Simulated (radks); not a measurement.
Question: The mean radii <r> (bohr) of the occupied orbitals of an atom or ion are listed with their occupations. Calculated with a radial shooting solver on a logarithmic mesh with Libxc functionals: Dirac Kohn-Sham, PBE, spin-unpolarised, spherical densities, finite nucleus; Fermi nuclear charge, rms radius of each element as measured or else 0.836 A^(1/3) + 0.57 fm.

| orbital | occ. | <r> |
|---|---|---|
| 1s1/2 | 2 | 0.03609 |
| 2s1/2 | 2 | 0.1577 |
| 2p1/2 | 2 | 0.1346 |
| 2p3/2 | 4 | 0.1391 |
| 3s1/2 | 2 | 0.4428 |
| 3p1/2 | 2 | 0.4384 |
| 3p3/2 | 4 | 0.4489 |
| 3d3/2 | 4 | 0.4304 |
| 3d5/2 | 6 | 0.4339 |
| 4s1/2 | 2 | 1.131 |
| 4p1/2 | 2 | 1.226 |
| 4p3/2 | 4 | 1.252 |
| 5s1/2 | 2 | 2.668 |

Name the element and its charge. Open shells, if any, fill j = l - 1/2 first.

Answer: Z = 41, niobium, charge +3: Nb3+ in [Kr] 5s2. The 1s radius gives Z: for a bare nucleus <r> = (2 gamma + 1)/(2Z) with gamma = sqrt(1 - (Z/c)^2), 0.03547 bohr for Z = 41, and screening makes it slightly larger (0.03609 here). The occupations add up to 38, and the charge is Z minus that.
